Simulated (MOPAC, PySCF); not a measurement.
H4S4Si, SMILES `S[Si](S)(S)S`, neutral singlet in the gas phase. 

Cartesian coordinates (Å):
SMILES: S[Si](S)(S)S
```xyz
9

S      2.0895    -1.0040    -0.3866
Si     0.1794    -0.0798    -0.1740
S      0.1896     1.7953    -1.2029
S     -1.1092    -1.5679    -1.0138
S     -0.3415     0.4174     1.8447
H      2.6598    -0.2281     0.5622
H     -0.9184     2.2571    -0.5787
H     -2.1202    -0.6998    -1.2390
H     -0.6538    -0.8550     2.1793
```
Charge 0, spin multiplicity 1.

All levels are single points at this geometry (PBE0-D4/def2-SVP); Pople sets use spherical d functions. Orbital energies aren't observables, and empty levels follow the basis.

BP86/6-31G* in PySCF gives dipole (D) = 1.81.

### Question
Estimate the dipole (D) from each of these levels: PBE0-D4/def2-TZVP in PySCF; B3LYP/3-21G in PySCF; PBE/6-31G* in PySCF; HF/STO-3G in PySCF; PM6 in MOPAC.

### Answer

```csv
level,dipole (D)
PBE0-D4/def2-TZVP in PySCF,1.48
B3LYP/3-21G in PySCF,2.30
PBE/6-31G* in PySCF,1.83
HF/STO-3G in PySCF,1.46
PM6 in MOPAC,1.61
```
